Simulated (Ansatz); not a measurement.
Start from `CC[SiH2]Br` and change one atom or group to get `CC[SiH2]P`.

Ansatz, PBE0-D4/def2-TZVP geometries, multiplicity 1. Each molecule was computed in one conformer, which needn't be the lowest.

Scalar relativity is left out up to krypton.

| property | `CC[SiH2]Br` |
| --- | --- |
| HOMO energy (PBE0/def2-TZVPP) / eV | -8.14 |
| HOMO energy (ωB97M-V/def2-TZVPP) / eV | -10.34 |
| size of the dipole moment (PBE/def2-TZVPP) / D | 2.05 |
| LUMO energy (PBE/def2-TZVPP) / eV | -0.83 |
| LUMO energy (PBE0/def2-TZVPP) / eV | 0.05 |
| HOMO–LUMO gap (B3LYP/def2-TZVPP) / eV | 7.73 |

Task: Give the same properties after the change, and the shifts. (An estimate is asked.)

Result: Ansatz gave: 
```
                                      property  `CC[SiH2]P`  shift
            HOMO energy (PBE0/def2-TZVPP) / eV        -7.38   0.76
         HOMO energy (ωB97M-V/def2-TZVPP) / eV        -9.49   0.85
size of the dipole moment (PBE/def2-TZVPP) / D         1.03  -1.02
             LUMO energy (PBE/def2-TZVPP) / eV        -0.50   0.33
            LUMO energy (PBE0/def2-TZVPP) / eV         0.36   0.31
         HOMO–LUMO gap (B3LYP/def2-TZVPP) / eV         7.30  -0.43
```

With PBE0 the HOMO rises by 0.76 eV and the LUMO rises by 0.31 eV, so the gap narrows by about 0.45 eV. PBE moves the HOMO by 0.60 eV and ωB97M-V by 0.85 eV. The zero-point energy changes by 43.4 kJ/mol with +6 modes. Dipoles are sizes alone; their direction can turn.

B3LYP here is the variant with VWN-RPA as its local correlation; programs differ in this.

Spin–orbit coupling is left out; it splits and shifts lone-pair levels of the heavy atoms by tenths of an eV.
